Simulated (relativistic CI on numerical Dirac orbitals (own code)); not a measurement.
Computed by Dirac-Coulomb-Breit CI, separate exchange-only KLI orbitals for each configuration, QED by a radiative potential, unscaled Slater integrals (own radial code, finite nucleus).

The strongest absorption lines from the ground level of an ion, among the configurations computed and to levels below about 1620 eV (vacuum wavelength in nm, gf): 1.0590 (0.13), 1.0641 (0.049), 1.3748 (0.0049), 1.4187 (0.0093), 1.4750 (0.36), 1.4926 (0.19), 11.529 (0.54), 19.073 (0.029).

**Question.** Which ion is it?
A. Kr²⁴⁺
B. Mo²⁸⁺
C. Cd³⁶⁺
D. Mo³⁰⁺

**Answer.** D. Mo³⁰⁺ has 12 electrons and the ground level 3s2 1S_0; the strongest line goes to 3s 3p 1P°_1. The pattern of lines fixes the number of electrons, and along that sequence the line energies rise steadily with the charge (about as its square where n changes within one kind of shell, about linearly where n is kept but much faster in heavy ions where fine structure, which grows about as Z⁴, sets the gap, and irregularly where shells cross), which fixes Z. Configurations outside the model, such as inner-shell arrays, can give stronger lines. At this charge energies of transitions that change n are usually good to better than 1 %, and those within a shell (Δn = 0) to a few per cent.

LS names give the leading component of a level, which can be under half, so a name can repeat, a term be missing and a line seem to break the LS rules.
